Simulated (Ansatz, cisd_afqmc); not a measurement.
System: HI, charge 0, singlet. HI (SMILES I).
B3LYP-D3(BJ)/def2-TZVP minimum from Ansatz (a program for electronic structure):
```xyz
2

I      0.0000     0.0000    -0.0299
H      0.0000     0.0000     1.5855
```
Charge 0, spin multiplicity 1.

Total energies in def2-TZVPP, 8 correlated electrons, 9 frozen orbitals. Radicals and triplets start from unrestricted determinants; spin-orbit coupling is neglected. Cores are frozen in correlated methods (noble-gas shells, and filled d and f shells in the p block). Past Kr the def2 sets carry scalar-relativistic core potentials. AFQMC/CISD: phaseless, guided by CISD from CCSD amplitudes; bars are statistical, one sigma. Outlying blocks are dropped, and bars are widened where a walk drifts. Over all cases where full CI ran beside it in this data, AFQMC minus full CI had a median of +0.1 mEh and passed +0.4 mEh in a tenth of the cases. Spin-orbit terms, left out, reach several kcal/mol for Br and I, and more for heavier atoms.

```
method         program         energy (Eh)  minus CCSDTQ (mEh)
----------  ----------  ------------------  ------------------
HF              Ansatz          -297.24250              175.94
MP2             Ansatz          -297.39243               26.02
CCSD            Ansatz          -297.41186                6.58
CCSD(T)         Ansatz          -297.41767                0.78
CCSDT(Q)        Ansatz          -297.41843                0.02
CCSDTQ          Ansatz          -297.41845                0.00
AFQMC/CISD  cisd_afqmc  -297.4186 ± 0.0003          -0.1 ± 0.3
```

Rough core times of Ansatz's runs on a shared machine: CCSD(T) under 20 s, CCSDT(Q) under 20 s, CCSDTQ 6 min.
